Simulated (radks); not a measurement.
The numbers below are computed, except where a source is named.
Correlation energies from several functionals, in hartree. Species: Eu2+ [Xe] 4f7; Cd [Kr] 4d10 5s2. Code: a radial shooting solver on a logarithmic mesh with Libxc functionals. Model: non-relativistic Kohn-Sham, PBE, spin-polarised, spherical densities, point nucleus. Every spin shell is full or empty, so the densities are truly spherical. Functionals are evaluated on that one density, not self-consistently.

functional,Eu2+,Cd
PW92,-6.1122,-4.5509
VWN5,-6.1385,-4.5708
PZ,-6.1051,-4.5491
Wigner,-3.2200,-2.5600
PBE,-3.4902,-2.5342
AM05,-5.7268,-4.2352
TPSS,-3.4913,-2.5371
SCAN,-3.5192,-2.5396
Tao-Mo,-3.3953,-2.4472
